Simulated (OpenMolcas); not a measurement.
Ru5+ (d3) among equal point charges was computed by CASSCF with the d shell active (OpenMolcas, ANO-RCC-VDZP on the metal). Its lowest spin-free states, and all those of the highest spin:

| 2S+1 | Degeneracy | E (cm-1) |
| --- | --- | --- |
| 4 | 2 | 0.0 |
| 4 | 1 | 3986 |
| 4 | 2 | 9445 |
| 2 | 2 | 13312 |
| 2 | 2 | 14215 |
| 2 | 2 | 17040 |
| 2 | 2 | 17796 |
| 4 | 2 | 18001 |
| 2 | 2 | 20056 |
| 2 | 2 | 22200 |
| 2 | 1 | 25059 |
| 2 | 1 | 26060 |
| 4 | 2 | 26178 |
| 4 | 1 | 46816 |

**Question.** Is the site octahedral, tetrahedral or cube-like, axial, or of lower symmetry?

**Answer.** The states with 2S+1 = 4 have orbital degeneracies 2, 1, 2, 2, 2, 1. There are pairs but no triples, so the site is axial: not cubic, but with a proper or improper axis of order three or more. The run had Ru5+ among 2 point charges of -3 e arranged as a linear pair (D∞h), 2.03 Å from the ion.

Without dynamic correlation the repulsion within the d shell is too large (B by tens of per cent), so at a given field states of lower spin stand too high. Point charges carry no covalency, so the field is a model and not that of real ligands. No measured value stands beside these numbers.
